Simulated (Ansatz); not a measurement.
Computed with Ansatz on PBE0-D4/def2-TZVP structures; ΔE is electronic, products minus reactants. CCSD(T)/CBS adds triple-zeta CCSD(T) − MP2 to the extrapolated MP2 energy (def2 sets, frozen cores). Functionals use def2-TZVPP. B3LYP here is the variant with VWN-RPA as its local correlation; programs differ in this. def2 core potentials past Kr. For Sb outer-core shells are correlated without core-valence functions, which leaves a few kJ/mol of doubt a bond. Each species was taken in one conformer, which may not be the lowest.

Reaction (formal exchange of groups at a C–Sb bond): `S=[CH][SbH2]` + `CCS` → `S=CCCS` + stibine

| level | ΔE (kJ/mol) | difference from CCSD(T)/CBS |
| --- | --- | --- |
| PBE-D4 | 2.3 | -2.3 |
| PBE0-D4 | -2.4 | -7.0 |
| B3LYP-D4 | 1.7 | -2.9 |
| ωB97X-V | -4.7 | -9.3 |
| ωB97M-V | -3.6 | -8.2 |
| B2PLYP | 3.9 | -0.7 |
| r2SCAN | 2.2 | -2.4 |
| B3LYP | 4.4 | -0.2 |
| HF/def2-TZVPP | -4.7 | -9.3 |
| MP2/def2-TZVPP | 3.4 | -1.2 |
| CCSD/def2-TZVPP | -1.9 | -6.5 |
| CCSD(T)/def2-TZVPP | -0.6 | -5.2 |
| HF/def2-QZVPP | -3.7 | -8.3 |
| MP2/def2-QZVPP | 6.7 | 2.1 |
| HF/CBS(def2) | -3.6 | -8.2 |
| CCSD/CBS(def2) | 3.3 | -1.3 |
| CCSD(T)/CBS | 4.6 | 0 |

Largest T1 diagnostic among the species: 0.017.

In def2-TZVPP, CCSD(T) changes the Hartree–Fock value by +4.1 kJ/mol (the triples alone add +1.3 kJ/mol) and MP2 by +8.1 kJ/mol. From PBE to PBE0 (25 % exact exchange), in def2-TZVPP and without D4, ΔE moves by −4.8 kJ/mol.
